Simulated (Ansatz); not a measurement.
Born–Oppenheimer molecular dynamics of H₃InO₃ (7 atoms, charge 0, multiplicity 1). It starts from a relaxed structure.

Theory: Ansatz 0.2.0, RKS PBE0/def2-SVP.

```
ensemble        : NVT, Langevin thermostat
time step       : 1 fs
steps asked     : 100
set temperature : 700 K
friction        : 0.01 /fs
seed            : 884724
```

First frame:

```xyz
7
Properties=species:S:1:pos:R:3
In 0.073 -0.282 0.113
O -0.095 -0.046 2.081
H -1.016 -0.034 2.366
O 1.886 -0.321 -0.691
H 1.825 -0.425 -1.648
O -1.470 -0.491 -1.140
H -2.323 -0.481 -0.692
```

(1) How far do the bonds stretch over the last three quarters of this one trajectory? (Pairs bonded in most of those frames.)

Results:

(1) 
```csv
bond,mean (Å),spread (Å),shortest,longest
In1–O2,2.026,0.059,1.91,2.11
In1–O4,2.009,0.050,1.92,2.08
In1–O6,2.011,0.031,1.96,2.05
O2–H3,0.973,0.038,0.89,1.05
O4–H5,0.968,0.014,0.93,1.00
O6–H7,0.972,0.037,0.90,1.04
```

Mean temperature of the second half: 655 K. A run of 0.1 ps of so small a system gives no equilibrium averages.

The run took 5.6 min on 1 thread of Arm Neoverse V2, with other jobs on the host, peak memory 0.16 GiB.
